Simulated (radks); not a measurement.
Problem. Species: Ca7+. Configuration: [Ne] 3s2 3p1 (the NIST ground configuration). All-electron calculation, scalar-relativistic Kohn-Sham, PBEsol, spin-polarised, spherical densities, finite nucleus; open shells are filled with parallel spins first; Fermi nuclear charge, rms radius 3.4776 fm. Program: a radial shooting solver on a logarithmic mesh with Libxc functionals. Some entries of the table are withheld. Estimate them.

orbital,occ.,eigenvalue (eV),<r> (bohr),<1/r> (bohr^-1)
1s up,1,-4086.207,0.07689,19.73
1s down,1,-4085.772,0.07689,19.73
2s up,1,(1),(2),4.069
2s down,1,(3),(4),4.070
2p up,3,(5),0.3248,3.977
2p down,3,(6),0.3247,3.977
3s up,1,-158.4824,1.021,1.385
3s down,1,-155.7803,1.023,1.383
3p up,1,-137.3595,1.048,1.306
3p down,0,-134.7264,1.052,1.304

Solution. 
(1) 2s up eigenvalue (eV): -547.5958
(2) 2s up <r> (bohr): 0.3623
(3) 2s down eigenvalue (eV): -547.1746
(4) 2s down <r> (bohr): 0.3621
(5) 2p up eigenvalue (eV): -469.4189
(6) 2p down eigenvalue (eV): -468.8523
